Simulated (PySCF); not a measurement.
Cl2Se. Atoms are numbered in the order given.

```xyz
3

Se     0.0000     0.0000     0.6794
Cl     0.0000    -1.6623    -0.6794
Cl     0.0000     1.6623    -0.6794
```

Geometry: PBE0-D3(BJ)/def2-TZVP. The isomer is the one that the SMILES or the coordinates give; other isomers of the formula were not compared.

These are TDA-LC-ωPBE/def2-SVPD (PySCF) values and carry that method's errors.

Vertical excitations. Gas-phase values at a fixed geometry. State labels are in the subgroup C2v.

Q: Estimate the UV-visible absorptions. (The exact figures need the calculation; the answer reports its results.)

A: 
```json
[
 {"state": "S1", "symmetry": "B1", "energy (eV)": "3.10", "λ (nm)": "399", "f": "0.000", "main pairs": "HOMO→LUMO 96 %"},
 {"state": "S2", "symmetry": "A2", "energy (eV)": "3.13", "λ (nm)": "396", "f": "0.000", "main pairs": "HOMO→LUMO+1 95 %"},
 {"state": "S3", "symmetry": "B2", "energy (eV)": "5.81", "λ (nm)": "213", "f": "0.002", "main pairs": "HOMO−1→LUMO 69 %, HOMO−2→LUMO+1 26 %"},
 {"state": "S4", "symmetry": "A1", "energy (eV)": "6.01", "λ (nm)": "206", "f": "0.018", "main pairs": "HOMO−2→LUMO 56 %, HOMO−1→LUMO+1 35 %"},
 {"state": "S5", "symmetry": "A2", "energy (eV)": "6.16", "λ (nm)": "201", "f": "0.000", "main pairs": "HOMO−3→LUMO 88 %"},
 {"state": "S6", "symmetry": "A1", "energy (eV)": "6.63", "λ (nm)": "187", "f": "0.011", "main pairs": "HOMO−1→LUMO+1 58 %, HOMO−2→LUMO 39 %"},
 {"state": "S7", "symmetry": "B1", "energy (eV)": "6.65", "λ (nm)": "187", "f": "0.001", "main pairs": "HOMO−3→LUMO+1 73 %, HOMO−4→LUMO 21 %"},
 {"state": "S8", "symmetry": "B1", "energy (eV)": "7.14", "λ (nm)": "174", "f": "0.032", "main pairs": "HOMO→LUMO+2 67 %, HOMO→LUMO+3 19 %"},
 {"state": "S9", "symmetry": "B2", "energy (eV)": "7.53", "λ (nm)": "165", "f": "0.238", "main pairs": "HOMO−2→LUMO+1 62 %, HOMO−1→LUMO 21 %"},
 {"state": "S10", "symmetry": "B1", "energy (eV)": "7.65", "λ (nm)": "162", "f": "0.001", "main pairs": "HOMO−4→LUMO 73 %, HOMO−3→LUMO+1 21 %"},
 {"state": "T1", "symmetry": "B1", "energy (eV)": "2.17", "λ (nm)": "572", "f": "0", "main pairs": "HOMO→LUMO 95 %"},
 {"state": "T2", "symmetry": "A2", "energy (eV)": "2.35", "λ (nm)": "528", "f": "0", "main pairs": "HOMO→LUMO+1 93 %"},
 {"state": "T3", "symmetry": "B2", "energy (eV)": "4.99", "λ (nm)": "248", "f": "0", "main pairs": "HOMO−1→LUMO 69 %, HOMO−2→LUMO+1 25 %"},
 {"state": "T4", "symmetry": "A1", "energy (eV)": "5.09", "λ (nm)": "243", "f": "0", "main pairs": "HOMO−2→LUMO 78 %, HOMO−1→LUMO+1 15 %"}
]
```
Triplets are in the Tamm–Dancoff approximation.
